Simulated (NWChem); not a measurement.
Species: hydronium (H₃O cation); SMILES [OH3+]

```xyz
4

O      0.0000     0.0000     0.0788
H      0.6693     0.6693    -0.2074
H      0.2450    -0.9143    -0.2074
H     -0.9143     0.2450    -0.2074
```
Atoms are numbered in this order, from 1.

All runs: NWChem. All runs use the structure optimised with B3LYP/6-31G* (spherical d). Isolated, static molecule.

GIAO at LDA (Slater exchange, VWN5)/pcSseg-1: principal shieldings of O1 are 266.8, 318.3, 318.3 ppm; an isolated water molecule has σ = 339.3 ppm at the same levels.

Task: Find the isotropic 17O shift, its principal values, the span and the skew.

Result: 
1. σ(iso) = one third of the sum = 301.1 ppm.
2. δ = σ(reference) − σ = 38.2 ppm against water.
3. δ11, δ22, δ33 = 72.5, 21.0, 21.0 ppm.
4. Span Ω = δ11 − δ33 = 51.5 ppm; skew κ = 3(δ22 − δ(iso))/Ω = -1.00.
